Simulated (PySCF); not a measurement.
## C₆ coefficients of unlike pairs at PBE0

Calculated with PySCF 2.14 from the dipole response of each species, C₆(A,B) = (3/π) ∫ α_A(iu) α_B(iu) du, in atomic units, from isotropic polarisabilities. For ions this is the dispersion term alone; charge-induced terms of lower order in 1/R come first.

| species | configuration | basis | relativity | α (bohr³) | C₆ (like pair) |
| --- | --- | --- | --- | --- | --- |
| Be²⁺ | 1s2 (1S) | def2-QZVPPD (7s4p2d1f) | none | 0.04258 | 0.007502 |
| C³⁺ | [He] 2s1 (2S) | aug-cc-pCVTZ-DK (7s6p4d2f) | spin-free X2C | 3.172 | 2.537 |
| P | [Ne] 3s2 3p3 (4S) | aug-cc-pV(T+d)Z (6s5p4d2f) | none | 26.29 | 195.6 |
| Ne⁺ | [He] 2s2 2p5 (2P) | x2c-QZVPPall with one added diffuse shell each of s, p, d, f type (8s5p4d3f1g) | spin-free X2C | 1.346 | 2.348 |

**Question.** Estimate C₆ for P with Be²⁺.

**Answer.** The integral gives 0.6279. The combination rule 2 C_A C_B / (C_A α_B/α_A + C_B α_A/α_B) gives 0.5930 and the geometric mean 1.212.

No spin-orbit coupling is included.

The other pairs:

| pair | C₆ |
| --- | --- |
| Ne⁺, C³⁺ | 1.883 |
| Ne⁺, Be²⁺ | 0.1165 |
| C³⁺, Be²⁺ | 0.07182 |
| P, C³⁺ | 22.23 |
| Ne⁺, P | 16.76 |
